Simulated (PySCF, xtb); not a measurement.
C6H6O, SMILES C#CC1(CC1)C=O.

GFN2-xTB (xtb) at its own geometry gives an orbital gap of 3.71 eV and a dipole moment of 2.80 D.

Coordinates come from a ωB97X-D3(BJ)/def2-SVP optimisation. The values are those of a single conformer.

### Question
What does PBE/def2-TZVP (PySCF) give? (Estimate from the structure and the level; the computed values follow.)

### Answer
gap 3.92 eV (levels -6.11 and -2.19 eV), dipole 2.07 D.
